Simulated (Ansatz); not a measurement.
Reaction (ligand exchange at a Ge–S bond): `CO[SiH2][S][GeH3]` + `C=C(N)O` → `C=C(N)[O][GeH3]` + `CO[SiH2]S`

Program: Ansatz. Geometries: PBE0-D4/def2-TZVP. ΔE: electronic, gas phase. CBS: MP2 limit from def2 TZ/QZ plus the TZ coupled-cluster correction, frozen cores. This one scheme is used for every species. DFT in def2-TZVPP. B3LYP here is the variant with VWN-RPA as its local correlation; programs differ in this. For Ge outer-core shells are correlated without core-valence functions, which leaves a few kJ/mol of doubt a bond. Scalar relativity is left out up to krypton. Each species was taken in one conformer, which may not be the lowest.

`CO[SiH2][S][GeH3]`:

Cartesian coordinates in Å:
```
C -0.194 0.025 -2.164
O 0.016 0.610 -0.898
Si -1.145 0.686 0.261
S -0.209 1.099 2.109
Ge 1.312 -0.531 1.985
H -0.775 0.688 -2.814
H -0.718 -0.935 -2.085
H 0.779 -0.147 -2.626
H -2.117 1.783 0.018
H -1.860 -0.620 0.277
H 2.535 -0.049 1.197
H 0.678 -1.754 1.306
H 1.697 -0.853 3.435
```

`C=C(N)O`:

Z-matrix (Å, degrees):
```
C
C 1 1.338
H 1 1.080 2 120.9
H 1 1.081 2 120.9 3 -177.8
N 2 1.376 1 126.3 3 4.1
O 2 1.355 1 124.2 3 -178.6
H 5 1.008 2 113.9 1 -150.1
H 5 1.006 2 114.7 1 -17.1
H 6 0.961 2 108.3 1 3.3
```

`C=C(N)[O][GeH3]`:

Z-matrix (Å, degrees):
```
Ge
O 1 1.806
H 1 1.533 2 102.1
H 1 1.534 2 108.8 3 -119.2
H 1 1.537 2 110.0 3 117.6
C 2 1.348 1 118.6 3 164.0
N 6 1.396 2 112.8 1 44.3
C 6 1.334 2 121.9 1 -133.4
H 7 1.012 6 113.0 2 53.0
H 7 1.009 6 113.4 2 -179.6
H 8 1.080 6 120.0 2 5.9
H 8 1.081 6 120.9 2 -173.5
```

`CO[SiH2]S`:

Z-matrix (Å, degrees):
```
C
O 1 1.410
H 1 1.091 2 108.1
H 1 1.096 2 111.7 3 119.3
H 1 1.095 2 111.3 3 -119.1
Si 2 1.639 1 122.6 3 -170.3
S 6 2.120 2 109.8 1 171.1
H 6 1.488 2 108.6 1 49.0
H 6 1.485 2 111.9 1 -72.6
H 7 1.344 6 94.3 2 -69.2
```

| level | ΔE (kcal/mol) | difference from CCSD(T)/CBS |
| --- | --- | --- |
| PBE-D4 | 9.3 | 1.8 |
| PBE0-D4 | 9.9 | 2.4 |
| B3LYP-D4 | 7.3 | -0.2 |
| ωB97X-V | 7.2 | -0.3 |
| ωB97M-V | 7.8 | 0.3 |
| B2PLYP | 6.5 | -1.0 |
| PBE0 | 9.4 | 1.9 |
| B3LYP | 6.5 | -1.0 |
| SCS-MP2/def2-TZVPP | 5.8 | -1.7 |
| CCSD/def2-TZVPP | 6.1 | -1.4 |
| CCSD(T)/def2-TZVPP | 6.2 | -1.3 |
| HF/def2-QZVPP | 5.5 | -2.0 |
| MP2/def2-QZVPP | 8.0 | 0.5 |
| SCS-MP2/def2-QZVPP | 6.5 | -1.0 |
| HF/CBS(def2) | 5.4 | -2.1 |
| CCSD/CBS(def2) | 7.4 | -0.1 |
| CCSD(T)/CBS | 7.5 | 0 |

Largest T1 diagnostic among the species: 0.012.

The D4 term adds +0.8 kcal/mol with B3LYP and +0.4 kcal/mol with PBE0; it sums over pairs of atoms, weighted by their polarisabilities, and B3LYP, whose exchange is more repulsive, gets the larger term.
